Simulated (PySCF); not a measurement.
## A ladder for the ionisation energy of Ge

Ge [Ar] 3d10 4s2 4p2 (3P) → Ge⁺ [Ar] 3d10 4s2 4p1 (2P). Scalar values calculated with PySCF 2.14 in x2c-QZVPPall (spin-free X2C; valence: [Ar] 3d10 frozen; valence and next inner shell: [Ne] frozen). The spin-orbit shift comes from two-component X2C-1e calculations (generalised Hartree-Fock, GHF, and MP2 on its spinors, GMP2) in x2c-QZVPPall-2c: GMP2 gives 7.893 eV without and 7.815 eV with screened spin-orbit coupling, a shift of -0.078 eV (GHF: -0.070 eV). Sums use unrounded values; where a UHF row is shifted, it takes the GHF shift.

```csv
method,scalar (eV),plus spin-orbit shift (eV),error (eV)
UHF,7.401,7.331,-0.568
MP2 (valence),7.775,7.697,-0.202
SCS-MP2 (valence),7.698,7.620,-0.279
CCSD (valence),7.792,7.715,-0.185
CCSD(T) (valence),7.825,7.747,-0.152
LDA,8.010,7.932,0.033
PBE,7.884,7.807,-0.093
PBE0,7.917,7.840,-0.060
r2SCAN,8.043,7.965,0.066
wB97X,7.694,7.617,-0.283
B2PLYP,7.760,7.682,-0.217
r2SCAN0,8.037,7.959,0.060
TPSSh,7.909,7.831,-0.068
MP2 (valence and next inner shell),7.868,7.790,-0.109
SCS-MP2 (valence and next inner shell),7.757,7.679,-0.220
```

Reference: 7.899 eV (measured; NIST Atomic Spectra Database, ionization energies).

The errors of the correlated levels include the incompleteness of the basis and the frozen core, so a lower level can come closer by cancellation.

A first-order Landé estimate from the scalar orbitals gives -0.028 eV instead; single two-component determinants are not pure J levels in LS coupling, so the shift is uncertain by about that difference.
